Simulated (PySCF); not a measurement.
The numbers are results of ωB97X-D3(BJ)/def2-TZVP (PySCF 2.14.0), not measurements. Isolated molecules, 0 K electronic values unless said otherwise. One relaxed conformer stands for a flexible species; it need not be the lowest. Excitations are Tamm–Dancoff values on a coarser integration grid. The basis has no diffuse functions, so Rydberg states are missing or too high.

Reference species (SMILES): `[Si](O)(O)(O)O` (neutral, multiplicity 1).

```yaml
S1 oscillator strength: 0.013
T1 excitation (TDA): 8.19 eV
HOMO: -11.72 eV
```

After one change: the S1 oscillator strength falls by 0.012; the T1 excitation (TDA) falls by 2.17 eV; the HOMO rises by 1.66 eV.

### Question
Name the change that produced these shifts. The new species is one of these.
A) `S[Si](S)(S)S`
B) `O[Si](S)(S)S`
C) `O[Si](O)(O)S`
D) `O[Si](O)(S)S`

### Answer
C, `O[Si](O)(O)S`
